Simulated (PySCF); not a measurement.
B(Cl)(OH)2 (BClH2O2), SMILES OB(O)Cl. Geometry optimised at r2SCAN-D4/def2-SVP. Other conformers were not sampled.

Computed equilibrium geometry at r2SCAN-D4/def2-SVP (PySCF confirms it by a frequency run) as a Z-matrix, and its point group (one conformer of several):
point group Cs.
```
B
O 1 1.3495
H 2 0.9669 1 111.28
O 1 1.3579 2 121.19 3 0.00
H 4 0.9648 1 113.14 2 180.00
Cl 1 1.7815 2 117.96 3 180.00
```
